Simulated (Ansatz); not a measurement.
Input and output for C2H6AlCl.

```yaml
crystal:
  periodic: [false, false, false]
  atoms:
    - {symbol: Al, position_ang: [-0.319003, 0.763119, -0.805970]}
    - {symbol: C, position_ang: [-0.322742, -0.940106, 0.593414]}
    - {symbol: C, position_ang: [1.017556, -0.815696, 0.114846]}
    - {symbol: Cl, position_ang: [0.381778, 2.316389, 0.792262]}
    - {symbol: H, position_ang: [0.218545, 1.077810, -1.931046]}
    - {symbol: H, position_ang: [-1.844009, 0.620134, -0.575985]}
    - {symbol: H, position_ang: [-1.039379, -1.885096, 0.703747]}
    - {symbol: H, position_ang: [-0.297824, -0.386722, 1.766473]}
    - {symbol: H, position_ang: [1.247658, -1.170251, -0.414038]}
    - {symbol: H, position_ang: [1.649367, 0.013484, 0.237885]}
basis:
  gaussian: {orbitals: def2-mTZVPP}
hamiltonian: {xc: {name: PBE0-DH}}
```

```sh
$ ansatz run in.yaml --threads 2 --pin off --events-out ev --progress --plain --max-ram 4352MiB
```

Shortened log:

```
Functional definition: PBE0-DH
1072 factors; integrals over basis functions are off by at most 1.6e-3 eV
mean field evaluation 1: about -21264.9536 eV, gradient 4.2e1 eV
mean field evaluation 2: about -21265.0065 eV, gradient 4.2e1 eV
mean field evaluation 4: about -21269.1303 eV, gradient 6.2e0 eV
mean field evaluation 8: about -21269.2344 eV, gradient 3.7e-1 eV
mean field evaluation 16: about -21269.2349 eV, gradient 3.9e-5 eV
mean field -21269.23490473 eV, -781.6299659436 hartree, gradient 2.1e-6 eV, S^2 0.000000; 0 other end points of the search recorded, 0 dependent functions left out
12 core orbitals not correlated: weight in the atoms' cores, before any rotation towards them, 1.000 or more for the frozen orbitals, at most 0.000 for the correlated occupied ones
reference -21269.23492651 eV, -781.6299667439 hartree; 12, 12 occupied and 93, 93 virtual orbitals, 1072 factors
second order -18.09853013 eV of doubles, -0.00000000 eV of singles
Total energy: -21271.49724277 eV, -781.7131053332 hartree
```

Run time 3.2 s (2 threads of an Arm Neoverse V1 on a shared host); peak host memory 0.41 GiB.
